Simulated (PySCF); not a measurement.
# Relaxation of triplet CaN2

These are results of PySCF, UPBE0, basis Ca def2-TZVP, N def2-TZVP (no relativity, density fitting), not measurements. A (50,194) grid was used.

A hand-made end-on start, of Cs symmetry, held to at least that symmetry:

Coordinates in bohr (charge 0 multiplicity 3):
```
Ca   -0.4065    0.0000   -2.1745
N    -0.4065    0.0000    2.5359
N     1.5664    0.0000    3.6697
```

Problem. What forces act on the atoms at the start (eV/Å)?

Solution. 
```tsv
atom	Fx	Fy	Fz
Ca1	0.13	0.00	1.27
N2	3.90	0.00	1.36
N3	-4.03	0.00	-2.63
```

Problem. What does it relax to?

Solution. It ends at C2v with Ca–N 2.340 Å (×2), N–N 1.161 Å; Ca–N–N 75.6° (×2), N–Ca–N 28.7° (after a last refinement on a finer grid). A frequency run shows a minimum. Other isomers or separated fragments may lie lower.

Problem. How much energy is released, and in how many steps?

Solution. 76.2 kJ/mol in 13 steps.

The relaxation took 21 s on 2 threads of a shared Arm Neoverse V2 host, with 98 basis functions and 15 gradients; the process peaked at 0.53 GiB.
